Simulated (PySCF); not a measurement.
Isomers of H11NSi4, one GFN2-xTB conformer each. Single-point energies are computed at PBE0/pcSseg-1 (PySCF, gas phase, no added dispersion term), electronic only.

```tsv
SMILES	GFN2-xTB relative energy (kcal/mol)
[SiH3][SiH2]N([SiH3])[SiH3]	0.0
[SiH3]N[SiH]([SiH3])[SiH3]	25.4
```

Conformers: `[SiH3:1][SiH2:2][N:3]([SiH3:4])[SiH3:5]` with Si1–Si2–N3–Si4 -82°; `[SiH3:1][NH:2][SiH:3]([SiH3:4])[SiH3:5]` with Si1–N2–Si3–Si4 -66°.

Q: What does PBE0/pcSseg-1 give for the same structures?

A: 
| SMILES | PBE0/pcSseg-1 E (Eh) | PBE0/pcSseg-1 (kcal/mol) | GFN2-xTB (kcal/mol) | point group |
| --- | --- | --- | --- | --- |
| [SiH3][SiH2]N([SiH3])[SiH3] | -1218.75709 | 0.0 | 0.0 | Cs |
| [SiH3]N[SiH]([SiH3])[SiH3] | -1218.74347 | 8.5 | 25.4 | – |

Both levels put the same isomer lowest. As drawn, the higher has an N–H bond, which the lower lacks.

Q: Which frontier levels, dipoles and rotational constants go with these structures?

A: 
```tsv
SMILES	HOMO (eV, PBE0/pcSseg-1)	LUMO (eV)	dipole (D)	A, B, C (MHz)
[SiH3][SiH2]N([SiH3])[SiH3]	-7.35	-0.61	0.24	2329, 1180, 969.0
[SiH3]N[SiH]([SiH3])[SiH3]	-7.05	-0.77	1.15	1629, 1373, 874.5
```
